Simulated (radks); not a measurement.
Problem. Zn+, 29 electrons, occupied as [Ar] 3d10 4s1. Method: Dirac Kohn-Sham, relativistic LDA (MacDonald-Vosko exchange, VWN5 correlation), spin-unpolarised, spherical densities, finite nucleus; Fermi nuclear charge, rms radius 3.9283 fm; computed with a radial shooting solver on a logarithmic mesh with Libxc functionals. Some entries of the table are withheld. Estimate them.

| orbital | occ. | eigenvalue (Ry) | <r> (bohr) | <r^2> (bohr^2) |
|---|---|---|---|---|
| 1s1/2 | 2 | -697.1890 | 0.05047 | (1) |
| 2s1/2 | 2 | -85.45972 | 0.2267 | 0.06069 |
| 2p1/2 | 2 | -75.50421 | 0.1963 | 0.04734 |
| 2p3/2 | 4 | -73.76125 | 0.1997 | 0.04887 |
| 3s1/2 | 2 | -10.14335 | 0.6833 | 0.5403 |
| 3p1/2 | 2 | -6.97879 | 0.7075 | 0.5924 |
| 3p3/2 | 4 | -6.75381 | 0.7185 | 0.6109 |
| 3d3/2 | 4 | -1.49646 | 0.8927 | (2) |
| 3d5/2 | 6 | -1.46996 | 0.9003 | (3) |
| 4s1/2 | 1 | -1.05248 | 2.381 | 6.519 |

Solution. 
(1) 1s1/2 <r^2> (bohr^2): 0.003427
(2) 3d3/2 <r^2> (bohr^2): 1.066
(3) 3d5/2 <r^2> (bohr^2): 1.086
